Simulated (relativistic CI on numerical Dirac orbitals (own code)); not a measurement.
Computed by Dirac-Coulomb-Breit CI, orbitals from a KLI potential per configuration, a model potential for QED, unscaled Slater integrals (own radial code, finite nucleus).

Configurations in the expansion (outside the closed core 1s2): 2s², 2s2p, 2p², 2p3s, 2p3p, 2s3s, 2s3p, 2s3d, 2s4s, 2s4p, 2s4d, 2s4f, 2s5s, 3s², 2s5p, 2s5d, 2s5f, 2s5g, 3s3p, 3p². Levels of other configurations are missing.

At this charge energies of transitions that change n are usually good to better than 1 %, and those within a shell (Δn = 0) to a few per cent.

Outline of the computed level scheme of Pr LVI. Lowest level of each configuration: 2s² ¹S0 at 0.00 eV; 2s2p ³P°0 at 119.01 eV; 2p² ³P0 at 343.00 eV; 2s3s ³S1 at 6579.46 eV; 2s3p ³P°0 at 6637.20 eV; 2p3s ³P°1 at 6728.78 eV; 2p3p ³D1 at 6764.03 eV; 2s3d ³D1 at 6824.12 eV; 2s4s ³S1 at 8840.77 eV.

Some strong electric-dipole decays among the lowest 36 levels: 2s3d ³D3 → 2s2p ³P°2 (6.8e+14 s⁻¹); 2s3d ³D2 → 2s2p ³P°1 (6.1e+14 s⁻¹); 2s3d ¹D2 → 2s2p ¹P°1 (5.8e+14 s⁻¹); 2s3d ³D1 → 2s2p ³P°0 (3.3e+14 s⁻¹); 2p3p ³P0 → 2s2p ³P°1 (2.7e+14 s⁻¹); 2s3p ¹P°1 → 2s² ¹S0 (2.6e+14 s⁻¹); 2p3p ³D1 → 2s2p ³P°1 (2.4e+14 s⁻¹); 2p3p ¹S0 → 2s2p ¹P°1 (2.2e+14 s⁻¹).

LS names give the leading component of a level, which can be under half, so a name can repeat, a term be missing and a line seem to break the LS rules.
